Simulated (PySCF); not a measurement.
B(F)(NCO)(OMe) (C2H3BFNO2), SMILES COB(F)N=C=O.

Coordinates come from a r2SCAN-D4/def2-SVP optimisation. This is a generated structure with no PubChem entry under its InChIKey; it may be hypothetical. The values are those of a single conformer.

The numbers are results of r2SCAN-D4/def2-SVP run with PySCF, not measurements.

No scaling factor is applied to the harmonic values.

| mode | ν (cm⁻¹) | IR (km/mol) | Raman (Å⁴/amu) | depolarisation | moving atoms (share of kinetic energy) |
|---|---|---|---|---|---|
| 1 | 55 | 0.1 | 2.6 | 0.75 | O 35 %, F 23 %, N 21 %, C 12 % |
| 2 | 58 | 0.1 | 0.1 | 0.75 | H 95 % |
| 3 | 95 | 0.2 | 1.3 | 0.75 | N 63 %, O 28 % |
| 4 | 162 | 2.9 | 0.0 | – | O 48 %, H 18 %, F 17 %, C 15 % |
| 5 | 229 | 4.4 | 1.1 | 0.58 | C 42 %, H 18 %, N 16 %, O 13 %, F 11 % |
| 6 | 435 | 21.2 | 0.1 | 0.52 | F 37 %, C 22 %, N 22 %, O 12 % |
| 7 | 492 | 0.6 | 1.0 | 0.75 | O 51 %, F 19 %, B 8 %, H 8 %, C 8 % |
| 8 | 602 | 35.3 | 0.8 | 0.24 | C 63 %, O 20 % |
| 9 | 617 | 21.5 | 0.3 | 0.75 | C 73 %, O 15 %, N 12 % |
| 10 | 645 | 67.2 | 0.5 | 0.75 | B 82 % |
| 11 | 706 | 1.6 | 9.6 | 0.10 | F 26 %, N 25 %, O 24 %, C 20 % |
| 12 | 1079 | 131.0 | 2.8 | 0.73 | O 38 %, C 33 %, B 21 % |
| 13 | 1173 | 65.8 | 3.8 | 0.70 | H 65 %, C 18 % |
| 14 | 1186 | 0.1 | 1.6 | 0.75 | H 77 %, C 19 % |
| 15 | 1279 | 229.5 | 0.7 | 0.69 | B 41 %, O 22 %, F 15 %, H 9 % |
| 16 | 1426 | 339.3 | 5.9 | 0.30 | H 52 %, B 26 %, C 11 % |
| 17 | 1473 | 4.5 | 16.0 | 0.75 | H 97 % |
| 18 | 1476 | 12.2 | 27.6 | 0.69 | H 94 % |
| 19 | 1517 | 280.8 | 4.3 | 0.52 | H 33 %, B 32 %, O 23 %, N 8 % |
| 20 | 1595 | 321.3 | 41.6 | 0.24 | N 42 %, O 26 %, B 25 % |
| 21 | 2442 | 1250.3 | 0.7 | 0.04 | C 70 %, N 17 %, O 13 % |
| 22 | 3032 | 45.2 | 166.8 | 0.02 | H 98 % |
| 23 | 3139 | 18.5 | 106.5 | 0.75 | H 90 %, C 10 % |
| 24 | 3139 | 17.9 | 54.2 | 0.63 | H 90 %, C 10 % |
